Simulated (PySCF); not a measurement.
# Radial density of Ta (tantalum, neutral)

B97-3, [Xe] 4f14 5d3 6s2, high-spin 4F determinant. Calculation: PySCF 2.14, in x2c-TZVPPall with one added diffuse shell each of s, p, d, f type (12s8p8d4f1g, 113 functions); scalar relativity by spin-free X2C-1e.

```json
{"r (bohr)": "0.0139", "4πr²ρ (e/bohr)": "100.6", "4πr²(ρα − ρβ)": "-0.0008"}
{"r (bohr)": "0.0234", "4πr²ρ (e/bohr)": "87.47", "4πr²(ρα − ρβ)": "-0.0017"}
{"r (bohr)": "0.0394", "4πr²ρ (e/bohr)": "112.7", "4πr²(ρα − ρβ)": "0.0042"}
{"r (bohr)": "0.0663", "4πr²ρ (e/bohr)": "129.4", "4πr²(ρα − ρβ)": "0.0495"}
{"r (bohr)": "0.112", "4πr²ρ (e/bohr)": "103.2", "4πr²(ρα − ρβ)": "0.1159"}
{"r (bohr)": "0.188", "4πr²ρ (e/bohr)": "113.3", "4πr²(ρα − ρβ)": "0.0016"}
{"r (bohr)": "0.316", "4πr²ρ (e/bohr)": "61.29", "4πr²(ρα − ρβ)": "0.1172"}
{"r (bohr)": "0.531", "4πr²ρ (e/bohr)": "62.40", "4πr²(ρα − ρβ)": "0.0551"}
{"r (bohr)": "0.893", "4πr²ρ (e/bohr)": "20.38", "4πr²(ρα − ρβ)": "0.3701"}
{"r (bohr)": "1.50", "4πr²ρ (e/bohr)": "7.838", "4πr²(ρα − ρβ)": "1.5762"}
{"r (bohr)": "2.53", "4πr²ρ (e/bohr)": "1.912", "4πr²(ρα − ρβ)": "0.9373"}
{"r (bohr)": "4.25", "4πr²ρ (e/bohr)": "0.5679", "4πr²(ρα − ρβ)": "0.1534"}
{"r (bohr)": "7.15", "4πr²ρ (e/bohr)": "0.02678", "4πr²(ρα − ρβ)": "-0.0026"}
{"r (bohr)": "12.0", "4πr²ρ (e/bohr)": "7.658e-05", "4πr²(ρα − ρβ)": "0.0000"}
```

Densities and radii are taken from the X2C orbitals without a picture-change correction, which distorts them close to the nucleus.

Spin-orbit coupling, absent here, splits the open shell strongly.

Task: Where is the radial spin density 4πr²(ρα − ρβ) most negative, and why is it negative at all?

Result: Around r = 7.15 bohr, down to -0.0026 e/bohr: exchange with the open shell polarises the paired shells in an unrestricted calculation.
